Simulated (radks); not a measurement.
The niobium ion Nb+ inside a hard spherical wall (all orbitals vanish at R), configuration held at [Kr] 4d4 and not refilled when levels cross. Calculated with a radial shooting solver on a logarithmic mesh with Libxc functionals: scalar-relativistic Kohn-Sham, PBEsol, spin-polarised, spherical densities, point nucleus; open shells are filled with parallel spins first (spin-orbit coupling, left out, can overturn this in heavy ions). Eigenvalues in eV for spin up, with the zero of energy where the potential of the charges vanishes at infinity; a dash marks a level that is unbound or too diffuse for the functional's potential to be trusted. A positive occupied level is held by the wall or, in an anion where self-interaction has pushed it up, behind a barrier. The pressure on the wall is -dE/dV.

R (bohr),E (hartree),kinetic (hartree),e(3d),e(4s),e(4p),e(4d),"e(5s, empty)","e(5p, empty)",pressure (GPa)
free,-3817.34809,3930.171,-202.36,-65.296,-41.606,-10.151,-9.957,-6.007,0
12,-3817.34809,3930.171,-202.36,-65.296,-41.606,-10.151,-9.957,-6.003,< 0.0001
7,-3817.34568,3930.192,-202.19,-65.143,-41.459,-10.019,-9.726,-5.307,0.166
4,-3817.16652,3931.073,-197.98,-61.629,-38.144,-6.333,-1.690,6.753,40.5
3,-3816.38535,3934.557,-188.96,-55.045,-31.618,2.450,20.648,34.529,468
2.5,-3814.71387,3941.719,-176.54,-46.251,-22.152,15.233,54.427,73.027,2130
2,-3808.91848,3963.760,-149.09,-24.215,2.630,46.910,138.24,163.13,12300
1.5,-3785.00712,4039.722,-87.124,48.090,82.991,140.12,379.20,409.85,98200
